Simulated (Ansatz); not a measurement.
A single point on C$_{2}$H$_{5}$BClN, SMILES `B/N=C(/C)Cl`.

```yaml
crystal:
  periodic: [false, false, false]
  atoms:
    - {symbol: B, position_ang: [-1.413995, 1.423444, -0.716049]}
    - {symbol: N, position_ang: [-0.474629, 0.469534, -0.470594]}
    - {symbol: C, position_ang: [0.378604, -0.400357, -0.317155]}
    - {symbol: C, position_ang: [0.924520, -0.901365, 0.975425]}
    - {symbol: Cl, position_ang: [1.093795, -1.200998, -1.721269]}
    - {symbol: H, position_ang: [-2.563780, 1.097884, -0.776342]}
    - {symbol: H, position_ang: [-1.061649, 2.559692, -0.844254]}
    - {symbol: H, position_ang: [2.005257, -0.748667, 1.006052]}
    - {symbol: H, position_ang: [0.451801, -0.375770, 1.803394]}
    - {symbol: H, position_ang: [0.743276, -1.974497, 1.063793]}
basis:
  gaussian: {orbitals: def2-QZVPP}
correlation: {method: mp2}
```

```sh
$ ansatz run in.yaml --threads 4 --pin off --events-out ev --progress --plain --max-ram 10444MiB
```

Shortened log:

```
Functional definition: HF
2676 factors; integrals over basis functions are off by at most 8.1e-4 eV
mean field evaluation 1: about -16795.6833 eV, gradient 4.0e1 eV
mean field evaluation 2: about -16795.8351 eV, gradient 4.0e1 eV
mean field evaluation 4: about -16799.6854 eV, gradient 4.9e0 eV
mean field evaluation 8: about -16799.7853 eV, gradient 5.1e-1 eV
mean field evaluation 16: about -16799.7877 eV, gradient 1.5e-6 eV
mean field -16799.78767424 eV, -617.3808097232 hartree, gradient 1.5e-6 eV, S^2 0.000000; 0 other end points of the search recorded, 0 dependent functions left out
9 core orbitals not correlated: weight in the atoms' cores, before any rotation towards them, 1.000 or more for the frozen orbitals, at most 0.000 for the correlated occupied ones
reference -16799.78767424 eV, -617.3808097232 hartree; 14, 14 occupied and 425, 425 virtual orbitals, 2676 factors
second order -24.03486524 eV of doubles, -0.00000000 eV of singles
Total energy: -16823.82253948 eV, -618.2640747294 hartree
```

Run time 13 s (4 threads of an Arm Neoverse V2 on a shared host); peak host memory 2.5 GiB.
